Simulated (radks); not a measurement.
Q: Species: As2+. Configuration: [Ar] 3d10 4s2 4p1 (the NIST ground configuration). Calculated with a radial shooting solver on a logarithmic mesh with Libxc functionals: Dirac Kohn-Sham, AM05, spin-unpolarised, spherical densities, finite nucleus; open shells fill j = l - 1/2 first; Fermi nuclear charge, rms radius 4.0968 fm. Some entries of the table are withheld. Estimate them.

orbital,occ.,eigenvalue (eV),<1/r> (bohr^-1)
1s1/2,2,-11718.05,33.43
2s1/2,2,-1505.239,7.406
2p1/2,2,-1347.942,(1)
2p3/2,4,-1311.465,(2)
3s1/2,2,-210.8420,2.393
3p1/2,2,(3),2.271
3p3/2,4,(4),2.219
3d3/2,4,-62.3470,1.921
3d5/2,6,-61.6144,1.907
4s1/2,2,-33.3838,0.7300
4p1/2,1,-22.8816,0.6143
4p3/2,0,-22.4745,0.6044

A: 
(1) 2p1/2 <1/r> (bohr^-1): 7.375
(2) 2p3/2 <1/r> (bohr^-1): 7.160
(3) 3p1/2 eigenvalue (eV): -157.9927
(4) 3p3/2 eigenvalue (eV): -152.9645
